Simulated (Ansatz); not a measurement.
`CC1=CC(C)=[O+][Sn-]([CH3])[O]1` + `[OH][Al]([Cl])[Cl]` → `CC1=CC(C)=[O+][Al-]([Cl])([Cl])[O]1` + `[CH3][Sn][OH]`  (substitution at a C–O bond)

Calculated with Ansatz (gas phase, PBE0-D4/def2-TZVP geometries, no zero-point term in ΔE). CBS: MP2 limit from def2 TZ/QZ plus the TZ coupled-cluster correction, frozen cores. DFT in def2-TZVPP. B3LYP here is the variant with VWN-RPA as its local correlation; programs differ in this. def2 core potentials past Kr. For Sn outer-core shells are correlated without core-valence functions, which leaves a few kJ/mol of doubt a bond. Each species was taken in one conformer, which may not be the lowest.

`CC1=CC(C)=[O+][Sn-]([CH3])[O]1`:

Z-matrix (Å, degrees):
```
C
C 1 1.498
H 1 1.093 2 108.9
H 1 1.092 2 109.0 3 116.5
H 1 1.089 2 112.6 3 -121.6
C 2 1.398 1 119.0 3 120.1
O 2 1.267 1 114.9 3 -59.0
C 6 1.399 2 126.2 1 -175.2
H 6 1.081 2 116.8 1 0.9
Sn 7 2.167 2 127.3 1 -170.3
C 8 1.498 6 119.0 2 175.2
O 8 1.267 6 126.1 2 -3.8
C 10 2.192 7 90.3 2 73.7
H 11 1.089 8 112.6 6 1.6
H 11 1.093 8 108.9 6 -120.0
H 11 1.093 8 109.0 6 123.6
H 13 1.094 10 110.2 7 78.4
H 13 1.094 10 110.2 7 -162.5
H 13 1.092 10 110.9 7 -42.1
```

`[OH][Al]([Cl])[Cl]`:

```xyz
5

O     0.965   -0.352   -0.838
Al   -0.117    0.147    0.343
Cl    0.635    0.919    2.110
Cl   -2.173    0.006    0.063
H     0.691   -0.719   -1.677
```

`CC1=CC(C)=[O+][Al-]([Cl])([Cl])[O]1`:

Z-matrix (Å, degrees):
```
C
C 1 1.488
H 1 1.088 2 112.5
H 1 1.093 2 108.9 3 -122.0
H 1 1.093 2 108.9 3 121.8
C 2 1.394 1 120.9 3 -0.8
O 2 1.278 1 115.4 3 179.3
C 6 1.394 2 123.2 1 180.0
H 6 1.080 2 118.4 1 0.0
Al 7 1.798 2 126.3 1 179.6
C 8 1.488 6 120.9 2 -179.9
O 8 1.278 6 123.7 2 0.1
Cl 10 2.100 7 110.2 2 115.0
Cl 10 2.101 7 110.1 2 -113.7
H 11 1.088 8 112.5 6 0.2
H 11 1.093 8 108.9 6 -121.7
H 11 1.093 8 108.9 6 122.1
```

`[CH3][Sn][OH]`:

Cartesian coordinates in Å:
```
C -0.490 0.701 0.417
Sn 1.588 0.000 0.333
O 1.203 -1.525 -0.879
H -0.835 0.950 -0.592
H -0.612 1.581 1.052
H -1.133 -0.097 0.803
H 0.280 -1.609 -1.134
```

```csv
level,ΔE (kJ/mol),difference from CCSD(T)/CBS
LDA (SPW92),-66.2,-4.2
r2SCAN-D4,-68.3,-6.3
B3LYP-D4,-66.6,-4.6
r2SCANh-D4,-69.8,-7.8
BHLYP-D4,-72.3,-10.3
r2SCAN0,-72.0,-10.0
CAM-B3LYP,-70.9,-8.9
CCSD(T)/def2-SVP,-59.7,2.3
HF/CBS(def2),-81.9,-19.9
CCSD/CBS(def2),-65.4,-3.4
CCSD(T)/CBS,-62.0,0
```

Largest T1 diagnostic among the species: 0.017.

In def2-TZVPP, CCSD(T) changes the Hartree–Fock value by +16.6 kJ/mol (the triples alone add +3.5 kJ/mol) and MP2 by +21.0 kJ/mol. From r2SCAN to r2SCAN0 (25 % exact exchange), in def2-TZVPP and without D4, ΔE moves by −3.6 kJ/mol.

CCSD(T)/CBS has its own doubt, a few kJ/mol and more with outer-core shells, so smaller differences from it don't rank the levels.
